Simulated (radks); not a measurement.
Results of a calculation; reference values are marked as such.
Fractional charge and spin in the 3d shell of nickel: the spin-up occupation runs from 3 to 4 and the spin-down occupation from 3 to 4; the fullest corner is Ni, [Ar] 4s2 3d(up 4, down 4). Level of theory: non-relativistic Kohn-Sham, PBE, spin-polarised, spherical densities, point nucleus (a radial shooting solver on a logarithmic mesh with Libxc functionals). Energy (eV) minus the two flat planes that join the four corners (they meet along the diagonal where the two added fractions sum to one electron); zero is where a piecewise linear energy would lie.

\begin{tabular}{lrrr}
down \ up & 3 & 3.5 & 4 \\ \hline
3 & 0.000 & -2.257 & 0.000 \\
3.5 & -2.257 & 0.274 & -1.836 \\
4 & 0.000 & -1.836 & 0.000 \\
\end{tabular}

Corners above the fullest one (they belong to Ni+ and the next ion): (up 4, down 3) 16.246 eV, (up 3, down 4) 16.246 eV, (up 3, down 3) 50.014 eV. With half an added electron in each spin the energy lies 0.274 eV from the planes, and with half an added electron in spin up alone -2.257 eV. The planes are only a guide here: the flat-plane condition holds for ground states with one frontier orbital, while this shell lies below other occupied shells, so the corners above the fullest one are inner-hole states and not the ground states of those ions.
